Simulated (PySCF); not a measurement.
Compound: C2H6FNSi.
Cartesian coordinates in Å at the GFN2-xTB level; atoms count from 1:
```xyz
11
C2H6FNSi angstrom
C     -1.6254   -0.7941   -0.2880
C     -1.0360    0.3880   -0.3175
F     -1.8184    1.4823   -0.5392
Si     0.8005    0.8087   -0.1156
N      1.5062   -0.6164    0.5425
H     -1.0382   -1.6775   -0.1238
H     -2.6872   -0.9147   -0.4303
H      0.8710    2.0317    0.6974
H      1.4378    1.0087   -1.4164
H      1.0859   -1.0481    1.3503
H      2.5092   -0.6660    0.6145
```

The calculation used PySCF 2.14.0, density-fitted response routines, TDDFT B3LYP/def2-SVPD, vertical, gas phase, core orbitals frozen in the response.

Kohn–Sham orbitals with the atoms that hold most of them (Löwdin shares over 4%, at most four atoms; ? is withheld):

| orbital | ε (eV) | atoms |
| --- | --- | --- |
| HOMO-3 | -9.92 | Si4 35%, H9 24%, H8 15%, N5 13% |
| HOMO-2 | -9.10 | C2 27%, F3 26%, Si4 20%, C1 10% |
| HOMO-1 | -7.51 | ? |
| HOMO | -7.45 | C1 34%, C2 29%, F3 13%, Si4 6% |
| LUMO | ? | ? |
| LUMO+1 | -0.02 | Si4 25%, H11 12%, N5 12%, H10 12% |
| LUMO+2 | 0.64 | Si4 32%, C2 17%, C1 13%, F3 10% |

Question: Give the leading atoms of the HOMO-1.

Answer: N5 (bonded to Si and 2 H) 58%; Si4 (bonded to C, N and 2 H) 11%; H8 (bonded to Si) 6%; H11 (bonded to N) 6%. By element: nitrogen 58%, hydrogen 11% or more, silicon 11%.

Question: Give the leading atoms of the LUMO.

Answer: C1 (bonded to C and 2 H) 28%; C2 (bonded to C, F and Si) 28%; Si4 (bonded to C, N and 2 H) 15%; F3 (bonded to C) 6%. By element: carbon 56%, silicon 15%, fluorine 6%.

Question: What is the LUMO energy, and the HOMO–LUMO gap?

Answer: ε(LUMO) = -0.59 eV; the gap is 6.86 eV (0.2521 hartree).

Question: The HOMO–LUMO gap is 6.86 eV. Where does the response calculation put the lowest singlet, and from which orbitals?

Answer: S1 is at 5.95 eV (f = 0.013), 0.91 eV below the gap, made of HOMO-1→LUMO (87%), HOMO→LUMO (10%). Its leading pair isn't HOMO and LUMO; the energies of that pair differ by 6.92 eV. Without the coupling terms of the response equations the lowest excitation would equal the gap.

Question: Give energy, strength and leading configuration of S1, S2 and S7, and follow the Löwdin shares of the leading atoms from the occupied to the empty orbital.

Answer: 
- S1 (5.95 eV, f 0.013), HOMO-1→LUMO (87%): N5 58% → at most 6%, Si4 11% → 15%, C1 at most 6% → 28%, C2 at most 6% → 28%
- S2 (6.38 eV, f 0.0082), HOMO-1→LUMO+1 (75%): N5 58% → 12%, Si4 11% → 25%, H11 6% → 12%
- S7 (7.23 eV, f 0.020), HOMO-2→LUMO (86%): C2 27% → 28%, F3 26% → 6%, C1 10% → 28%

Hardware: an Arm Neoverse V1 with one thread (shared host). Cost: 26 s of wall time.

One conformer stands for the species.
